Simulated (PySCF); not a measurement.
# Cost against result

Saddle point of GeH4S, singlet (GeH₂S ([SH][GeH]) + H₂ → GeH₄S ([SH2][GeH2]); bonds formed: Ge1–H4, S2–H3; bonds broken: H3–H4), PBE0-D4/def2-TZVP structure:

Ge1  (-1.153, 0.618, -0.408)
S2  (1.248, 0.805, 0.221)
H3  (0.460, -0.337, -0.703)
H4  (-0.396, -0.709, -1.215)
H5  (-1.389, -0.362, 0.821)
H6  (1.230, -0.014, 1.284)
(Å)

Barriers are electronic and count from the start structure reached by relaxing down the imaginary mode.

PySCF 2.14 with density fitting (its default auxiliary sets; JK sets also for MP2 and CCSD(T)); basis: as named in each row; cores frozen in the correlated methods. Filled d shells of the heavier atoms are correlated. The def2 sets are not built for correlating such inner shells, so the correlated values are less sure here. B3LYP uses VWN-RPA correlation. Extrapolation: Hartree–Fock as exp(−7.88 √X), correlation as X^−2.97.

Times are rough, for one single point on 4 threads of a shared host (Intel Xeon Platinum 8488C).

The estimate by CCSD(T) at an estimated basis limit (MP2 extrapolated from triple and quadruple zeta, plus CCSD(T) − MP2 in triple zeta) is 1.002 eV.

```
   method       basis  time (s)  barrier (eV)  method less estimate
       HF      STO-3G         1         2.135                 1.133
 B3LYP-D4       6-31G         3         1.271                 0.269
      MP2  def2-QZVPP         4         0.972                -0.030
  PBE0-D4    def2-SVP         4         0.738                -0.264
   PBE-D4    def2-SVP         5         0.636                -0.366
    SPW92  def2-TZVPP         5         0.346                -0.656
  PBE0-D4  def2-TZVPP         7         0.796                -0.205
 BHLYP-D4  def2-TZVPP         7         1.116                 0.114
  CCSD(T)    def2-SVP         7         1.072                 0.070
 B3LYP-D4  def2-TZVPP         7         0.981                -0.020
   PBE-D4  def2-TZVPP         7         0.708                -0.294
r2SCAN-D4  def2-TZVPP        13         0.772                -0.229
  CCSD(T)  def2-TZVPP        89         1.030                 0.028
  wB97M-V  def2-TZVPP       170         1.003                 0.001
```

All methods are single points on the PBE0-D4 structures.

T1 diagnostic: at most 0.015.

Labels in which every atom is bracketed show which atoms are joined, not bond orders.
